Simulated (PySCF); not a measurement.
C₂H₂F, SMILES FC=[CH], multiplicity 2. Geometry: PBE-D3(BJ)/def2-TZVP. The isomer is the one that the SMILES or the coordinates give; other isomers of the formula were not compared.

Computed equilibrium geometry at PBE-D3(BJ)/def2-TZVP (PySCF confirms it by a frequency run) as bond lengths and angles, and its point group:
point group Cs.
Atoms: C1 C2 F3 H4 H5. Bonded distances (Å): C1–C2 1.308, C1–H4 1.081, C2–F3 1.371, C2–H5 1.093. Bond angles (°): C2–C1–H4 144.9, C1–C2–F3 123.2, C1–C2–H5 125.3, F3–C2–H5 111.5.
Charge 0, spin multiplicity 2.
